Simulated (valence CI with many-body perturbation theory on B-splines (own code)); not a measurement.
# K3+: calculated level list

Computed by configuration interaction combined with many-body perturbation theory (CI+MBPT): six valence electrons over a frozen Dirac-Fock core [Ne], radial functions for each j: 9 s, 9 p, 8 d, 6 f, 3 g, 1 h, with the one-electron correlation potential Σ1, the two-electron term Σ2, the three-electron term Σ3, Breit, model QED; selected CI, second order for the rest, scaled by the run's own slope (own B-spline code, finite nucleus).

Against 11 measured levels this calculation errs by 150 cm⁻¹ on average and by 297 at most. These come from a selection out of Sansonetti, J. Phys. Chem. Ref. Data 37, 7 (2008). Levels without a partner in it may be off by more. Among the levels kept, up to 1300 cm⁻¹ of a level comes from second order outside the variational space, and about a tenth of that is noise between levels of different J, which matters for small intervals. 4 measured levels below the end of the list, from 189952 cm⁻¹ on, found no clear computed partner, and computed levels of the same name lie up to 4201 cm⁻¹ from them.

Levels 1 to 35 of 35, with energies above the lowest level, 3s²3p⁴ ³P_2. "Leading %" is the weight of the configuration and term that name the level; weights of strongly mixed levels are sums over their largest components and can fall short. In the jj column 3d3/2^4 stands for four electrons in 3d with j = 3/2. Lifetimes count E1, E2, E3, M1 and M2 decay at the calculated energies, and are blank where another channel may lead or the interval is too uncertain; long ones can be off by a factor of two.

| No. | Configuration | Term | J | E (eV) | Leading % | Leading jj | Lifetime | Second component |
| --- | --- | --- | --- | --- | --- | --- | --- | --- |
| 1 | 3s²3p⁴ | ³P | 2 | 0.000 | 94 | 3s^2 3p1/2^2 3p3/2^2 (69 %) |  |  |
| 2 | 3s²3p⁴ | ³P | 1 | 0.205 | 94 | 3s^2 3p1/2 3p3/2^3 (94 %) | 9.85 s |  |
| 3 | 3s²3p⁴ | ³P | 0 | 0.290 | 94 | 3s^2 3p3/2^4 (57 %) | 56.5 s |  |
| 4 | 3s²3p⁴ | ¹D | 2 | 2.048 | 94 | 3s^2 3p1/2 3p3/2^3 (69 %) | 945 ms |  |
| 5 | 3s²3p⁴ | ¹S | 0 | 4.816 | 92 | 3s^2 3p1/2^2 3p3/2^2 (56 %) | 72.9 ms |  |
| 6 | 3s3p⁵ | ³P° | 2 | 16.611 | 74 | 3s 3p1/2^2 3p3/2^3 (74 %) | 1.84 ns | 21 % 3s²3p³3d ³P° |
| 7 | 3s3p⁵ | ³P° | 1 | 16.797 | 74 | 3s 3p1/2 3p3/2^4 (48 %) | 1.81 ns | 21 % 3s²3p³3d ³P° |
| 8 | 3s3p⁵ | ³P° | 0 | 16.893 | 74 | 3s 3p1/2 3p3/2^4 (74 %) | 1.80 ns | 21 % 3s²3p³3d ³P° |
| 9 | 3s3p⁵ | ¹P° | 1 | 21.213 | 48 | 3s 3p1/2^2 3p3/2^3 (30 %) | 751 ps | 47 % 3s²3p³3d ¹P° |
| 10 | 3s²3p³3d | ⁵D° | 0 | 21.920 | 95 | 3s^2 3p1/2 3p3/2^2 3d3/2 (52 %) | 317 ns |  |
| 11 | 3s²3p³3d | ⁵D° | 1 | 21.923 | 95 | 3s^2 3p1/2 3p3/2^2 3d3/2 (48 %) | 368 ns |  |
| 12 | 3s²3p³3d | ⁵D° | 2 | 21.925 | 95 | 3s^2 3p1/2 3p3/2^2 3d3/2 (37 %) | 534 ns |  |
| 13 | 3s²3p³3d | ⁵D° | 3 | 21.927 | 95 | 3s^2 3p1/2 3p3/2^2 3d5/2 (30 %) | 1.18 μs |  |
| 14 | 3s²3p³3d | ⁵D° | 4 | 21.931 | 95 | 3s^2 3p1/2 3p3/2^2 3d5/2 (53 %) |  |  |
| 15 | 3s²3p³3d | ³D° | 3 | 23.687 | 94 | 3s^2 3p1/2 3p3/2^2 3d5/2 (59 %) | 67.0 ns |  |
| 16 | 3s²3p³3d | ³D° | 2 | 23.688 | 94 | 3s^2 3p3/2^3 3d5/2 (27 %) | 45.6 ns |  |
| 17 | 3s²3p³3d | ³D° | 1 | 23.712 | 94 | 3s^2 3p1/2 3p3/2^2 3d5/2 (47 %) | 39.5 ns |  |
| 18 | 3s²3p³3d | ¹S° | 0 | 24.326 | 93 | 3s^2 3p1/2 3p3/2^2 3d5/2 (55 %) | 402 ns |  |
| 19 | 3s²3p³3d | ³F° | 2 | 24.440 | 94 | 3s^2 3p1/2 3p3/2^2 3d3/2 (50 %) | 1.27 μs |  |
| 20 | 3s²3p³3d | ³F° | 3 | 24.502 | 94 | 3s^2 3p1/2 3p3/2^2 3d3/2 (44 %) | 515 ns |  |
| 21 | 3s²3p³3d | ³F° | 4 | 24.577 | 94 | 3s^2 3p1/2 3p3/2^2 3d5/2 (66 %) |  |  |
| 22 | 3s²3p³3d | ³G° | 3 | 25.946 | 94 | 3s^2 3p1/2 3p3/2^2 3d3/2 (40 %) | 328 ns |  |
| 23 | 3s²3p³3d | ³G° | 4 | 25.955 | 94 | 3s^2 3p1/2 3p3/2^2 3d3/2 (44 %) |  |  |
| 24 | 3s²3p³3d | ³G° | 5 | 25.969 | 95 | 3s^2 3p1/2 3p3/2^2 3d5/2 (95 %) |  |  |
| 25 | 3s²3p³3d | ¹G° | 4 | 26.529 | 94 | 3s^2 3p1/2 3p3/2^2 3d3/2 (40 %) |  |  |
| 26 | 3s²3p³3d | ¹D° | 2 | 26.987 | 93 | 3s^2 3p3/2^3 3d5/2 (25 %) | 2.39 ns |  |
| 27 | 3s²3p³3d | ³F° | 4 | 28.019 | 92 | 3s^2 3p3/2^3 3d5/2 (39 %) | 18.9 ms |  |
| 28 | 3s²3p³3d | ³F° | 3 | 28.059 | 93 | 3s^2 3p1/2 3p3/2^2 3d5/2 (39 %) | 167 ns |  |
| 29 | 3s²3p³3d | ³F° | 2 | 28.102 | 93 | 3s^2 3p1/2 3p3/2^2 3d3/2 (63 %) | 164 ns |  |
| 30 | 3s²3p³3d | ³P° | 0 | 28.256 | 93 | 3s^2 3p1/2^2 3p3/2 3d3/2 (58 %) | 5.86 ns |  |
| 31 | 3s²3p³3d | ³D° | 1 | 28.268 | 93 | 3s^2 3p1/2^2 3p3/2 3d3/2 (37 %) | 1.85 ns |  |
| 32 | 3s²3p³3d | ³P° | 1 | 28.323 | 92 | 3s^2 3p1/2^2 3p3/2 3d5/2 (28 %) | 3.22 ns |  |
| 33 | 3s²3p³3d | ³D° | 2 | 28.384 | 92 | 3s^2 3p1/2 3p3/2^2 3d5/2 (38 %) | 1.90 ns |  |
| 34 | 3s²3p³3d | ³P° | 2 | 28.472 | 92 | 3s^2 3p1/2 3p3/2^2 3d5/2 (46 %) | 2.13 ns |  |
| 35 | 3s²3p³3d | ³D° | 3 | 28.545 | 93 | 3s^2 3p3/2^3 3d5/2 (43 %) | 2.11 ns |  |

Names give the largest LS component (configuration and term), which can be under half, so a name can repeat, a term be missing and a line seem to break the LS rules; names also repeat where a configuration has a term twice.

The ionisation energy to 3s²3p³ ⁴S°3/2 of the next ion comes out as 60.863 eV (NIST: 60.917 ± 0.019 eV (semi-empirical)). All 35 levels together are meant to be complete up to 29.140 eV.
